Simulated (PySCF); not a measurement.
Task: Write Cartesian coordinates for [WO3S]2-, `[O]=[W-2](=[O])(=[O])=[S]` as optimised with PBE0-D3(BJ)/def2-SVP. (Charge -2 and singlet state.)

Result: 
```
atom  x, y, z in Å
W1     0.0358    0.0688    0.0405
O2    -0.0608   -0.1332    1.7964
O3     1.7379    0.2599   -0.4082
O4    -0.8278    1.5490   -0.4023
S5    -0.8851   -1.7444   -1.0265
```

Any rigid rotation of these coordinates is as good. Atoms count from 1 in this order. W1 (tungsten bonded to 3 O and S) is tetrahedral (angles from 108.4° to 110.7°). All 3 O–W bonds measure 1.770 to 1.771 Å.

Bonds between heavy atoms (Å): W1–O2 1.770, W1–O3 1.771, W1–O4 1.770, W1–S5 2.297.

Theory: PBE0-D3(BJ)/def2-SVP geometry optimisation, gas phase, def2 core potentials past Kr (PySCF 2.14.0).

Point group: C3v (every atom within 0.08 Å of its image). Not checked by PBE0-D3(BJ)/def2-SVP frequencies. Whether so highly charged an anion holds all its electrons in the gas phase wasn't checked; a finite basis holds them in any case. The ion is multiply charged and computed without counter-ions or solvent.
